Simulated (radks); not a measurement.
Initial-state core-level shifts of the palladium ion Pd2+ when its valence configuration changes from [Kr] 4d8. All-electron calculation, Dirac Kohn-Sham, LDA (Slater exchange, Perdew-Wang correlation), spin-unpolarised, spherical densities, finite nucleus; open shells fill j = l - 1/2 first; Fermi nuclear charge, rms radius 4.5318 fm. Program: a radial shooting solver on a logarithmic mesh with Libxc functionals. Shifts are changes of the shell-averaged eigenvalues in eV (positive: less bound); the change of the density at the nucleus, which sets a Mossbauer isomer shift, is in e/bohr^3, on a base of 1.322e+05.

valence               3p       3d       4s       4p  density at nucleus
4d7 5s1           -5.346   -5.383   -4.777   -4.566              +33.90
4d7 5s0.5 5p0.5   -5.946   -5.982   -5.375   -5.159              +19.24
4d6 5p2          -13.353  -13.433  -12.013  -11.542               +9.71
4d7 5p1           -6.539   -6.573   -5.965   -5.744               +4.34
4d6.5 5p1.5       -9.911   -9.967   -8.979   -8.637               +6.89
4d7.5 5p0.5       -3.237   -3.253   -2.972   -2.865               +2.05
4d6 5s1 5p1      -12.217  -12.299  -10.896  -10.438              +42.38
4d7.5 5s0.5       -2.630   -2.647   -2.364   -2.261              +16.27
4d6.5 5s1 5p0.5   -8.747   -8.805   -7.827   -7.496              +37.94
